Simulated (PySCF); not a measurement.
# NMR parameters from quadrupole coupling constants

Species: C₆H₇PSSi.
Numbering: `[CH:1]#[C:2][c:3]1[s:4][c:5]([CH3:6])[p:7][c:8]1[SiH3:9]` (hydrogens: H10 on C1; H11, H12, H13 on C6; H14, H15, H16 on Si9)

Structure used (GFN2-xTB), in Å, numbered top down from 1:
```
atom  x, y, z in Å
C1    -2.5558    2.3431    0.2267
C2    -1.6215    1.5865    0.2209
C3    -0.5123    0.7301    0.2142
S4     1.0721    1.4541    0.2020
C5     1.9177   -0.0530    0.1923
C6     3.4097   -0.0170    0.1811
P7     0.9767   -1.4876    0.1994
C8    -0.5776   -0.6336    0.2115
Si9   -2.2277   -1.5514    0.2115
H10   -3.3822    2.9887    0.2283
H11    3.7789    0.5341   -0.6846
H12    3.8026   -1.0312    0.1447
H13    3.7931    0.4743    1.0764
H14   -2.9371   -1.2497    1.4568
H15   -3.0180   -1.0997   -0.9355
H16   -1.9260   -2.9788    0.1103
```

Computed at PBE0/pcSseg-1 (PySCF, non-relativistic):

```
atom            environment  nucleus  spin I    Q (b)  CQ = χzz (MHz)      η
  S4  thiophene-type sulfur      33S     3/2  -0.0678         -28.297  0.603
```

PQ = |CQ|√(1 + η²/3), νQ = 3|CQ|/[2I(2I − 1)], ν0 = |g|·7.62259 MHz/T·B with g(33S) = 0.42921: values at 11.75 T?

| atom | PQ (MHz) | νQ (MHz) | ν0 (MHz) | νQ/ν0 |
| --- | --- | --- | --- | --- |
| S4 | 29.96 | 14.15 | 38.44 | 0.368 |

For S4: PQ = 28.30 × 1.0589, νQ = 28.30 × 0.5000, ν0 = 3.2717 MHz/T × 11.75 T.

For S4 νQ isn't small against ν0, so the high-field expansions of solid-state NMR fail there at this field.

The couplings are those of the rigid, isolated species; surroundings and motion change them. GFN2-xTB bond lengths can be off by several hundredths of an ångström, more for odd bonds, and the gradients follow them. A larger basis could move these couplings by a tenth or more.

These values come from a run that also computed NMR shieldings. Rough CPU time on one thread of a shared machine: about 2 min.
